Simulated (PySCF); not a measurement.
H₇Si₃ (SMILES [SiH2][SiH2][SiH3]), doublet, geometry from GFN2-xTB, with bond 7-2 at 1.3 times its length.

PySCF was given this input:
```python
from pyscf import gto, scf

mol = gto.Mole()
mol.atom = '''
    Si    1.93979745    0.47165961    0.10091883
    Si    0.05332804   -0.63234908   -0.54160016
    Si   -1.87730055    0.14500050    0.46169226
    H     3.28672394    0.02470814   -0.26281169
    H     1.98987865    1.93358010    0.02028201
    H    -0.17751861   -0.71822834   -2.00276084
    H     0.34593805   -2.47018191   -0.07013040
    H    -2.94853390   -0.85021347    0.52993420
    H    -2.43260727    1.30498691   -0.23887599
    H    -1.61790441    0.57087873    1.83901062
'''
mol.basis = 'cc-pvdz'
mol.spin = 1
mol.verbose = 4
mol.build()

mf = scf.UHF(mol)
mf.kernel()
```

**Question.** What does this run give for the Mulliken (on the basis functions themselves) charges in atom order, total energy, HOMO energy?

**Answer.** 
```
Quantity                                                                                                                                                         Result
------------------------------------------------------------------  ---------------------------------------------------------------------------------------------------
Mulliken (on the basis functions themselves) charges in atom order  Si1 0.17, Si2 0.12, Si3 0.35, H4 -0.07, H5 -0.08, H6 -0.08, H7 -0.12, H8 -0.09, H9 -0.10, H10 -0.10
total energy                                                                                                                                            -1741.558394 Ry
HOMO energy                                                                                                                                                    -8.66 eV
```

These values belong to the state on which the SCF converged, which isn't shown to be the lowest.
